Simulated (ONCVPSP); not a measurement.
## Scattering properties, ONCV potential for ytterbium (Yb)

* Element: ytterbium (Yb)
* Generator: ONCVPSP 4.0.1
* Type: optimised norm-conserving Vanderbilt (ONCV)
* Functional: revPBE
* Relativity: scalar-relativistic
* Frozen core: [Kr] 4d10
* Valence charge: 24
* Reference configuration: 4f14 5s2 5p6 6s2
* Partial waves: 5s+6s: rc 2.00 bohr, ncon 4, nbas 8, qcut 6.2 1/bohr, 3 projectors, debl 3.9 Ha; 5p: rc 1.75 bohr, ncon 4, nbas 8, qcut 8.6 1/bohr, 3 projectors, debl 3.4 Ha; d scattering state at 0.02 Ha: rc 1.80 bohr, ncon 4, nbas 8, qcut 4.9 1/bohr, 1 projector; 4f: rc 0.95 bohr, ncon 4, nbas 8, qcut 21.6 1/bohr, 2 projectors, debl 2.5 Ha
* Local potential: polynomial inside 0.90 bohr (lpopt 5, dvloc0 1 Ha)
* Core correction: polynomial model core, fcfact 0.35

In the d channel the program set the typed energies aside and used 0.050 Ha.

The phase is arctan(r·R′/R) of the radial function R(r), unwrapped; energies in Ha, scanned from -4 to 5 Ha. A pole is an energy at which the radial function vanishes at the test radius. The pseudo phase is shifted by a multiple of π to meet the all-electron one at the reference energy, and phase errors are pseudo minus all-electron; the curves can meet again beyond the range given. Levels narrower than the energy grid can be missing from the lists of poles. Where the grid stepped over a known ghost or core level, its pole and its step of π were put in at the level’s energy.

Task: For each channel, where are the poles, and over which energies does the pseudopotential scatter like the atom?

Result:

```json
{"channel": "s", "radius (bohr)": "2.03", "reference energy (Ha)": "-0.14", "poles, all-electron": "-1.76, 4.45", "poles, pseudo": "-1.76, -0.30, 4.45", "unbroken range about the reference energy with phases within 0.05 rad": "above -0.3", "phase error 1 Ha above the reference energy (rad)": "+0.000"}
{"channel": "p", "radius (bohr)": "1.78", "reference energy (Ha)": "-1.01", "poles, all-electron": "0.07", "poles, pseudo": "0.07", "unbroken range about the reference energy with phases within 0.05 rad": "the whole range", "phase error 1 Ha above the reference energy (rad)": "-0.000"}
{"channel": "d", "radius (bohr)": "1.83", "reference energy (Ha)": "0.05", "poles, all-electron": "2.04", "poles, pseudo": "1.88", "unbroken range about the reference energy with phases within 0.05 rad": "below 2.4", "phase error 1 Ha above the reference energy (rad)": "-0.007"}
{"channel": "f", "radius (bohr)": "0.97", "reference energy (Ha)": "-0.11", "poles, all-electron": "1.62", "poles, pseudo": "1.62", "unbroken range about the reference energy with phases within 0.05 rad": "the whole range", "phase error 1 Ha above the reference energy (rad)": "+0.000"}
```

Note: ghosts flagged at negative energy: s at -8.3 eV; GHOST(+) flagged for p at 327.2 eV. A true bound ghost makes a file unfit for plane-wave use.

Phases in the d channel:

| E (Ha) | all-electron | pseudo |
| --- | --- | --- |
| -3.98 | 1.318 | 1.316 |
| -3.74 | 1.307 | 1.305 |
| -3.50 | 1.294 | 1.292 |
| -3.26 | 1.279 | 1.277 |
| -3.02 | 1.263 | 1.260 |
| -2.78 | 1.243 | 1.241 |
| -2.54 | 1.220 | 1.217 |
| -2.30 | 1.191 | 1.189 |
| -2.06 | 1.156 | 1.153 |
| -1.82 | 1.112 | 1.108 |
| -1.58 | 1.053 | 1.049 |
| -1.34 | 0.973 | 0.968 |
| -1.10 | 0.857 | 0.852 |
| -0.86 | 0.681 | 0.675 |
| -0.62 | 0.404 | 0.399 |
| -0.38 | -0.004 | -0.008 |
| -0.14 | -0.465 | -0.465 |
| 0.10 | -0.827 | -0.827 |
| 0.34 | -1.062 | -1.063 |
| 0.58 | -1.214 | -1.217 |
| 0.82 | -1.317 | -1.322 |
| 1.06 | -1.392 | -1.399 |
| 1.30 | -1.449 | -1.459 |
| 1.54 | -1.495 | -1.509 |
| 1.78 | -1.534 | -1.554 |
| 2.02 | -1.568 | -1.595 |
| 2.26 | -1.599 | -1.638 |
| 2.50 | -1.629 | -1.687 |
| 2.74 | -1.659 | -1.748 |
| 2.98 | -1.690 | -1.839 |
| 3.22 | -1.723 | -2.010 |
| 3.46 | -1.761 | -2.470 |
| 3.70 | -1.806 | -3.635 |
| 3.94 | -1.863 | -4.251 |
| 4.18 | -1.940 | -4.458 |
| 4.42 | -2.050 | -4.558 |
| 4.66 | -2.222 | -4.620 |
| 4.90 | -2.513 | -4.666 |
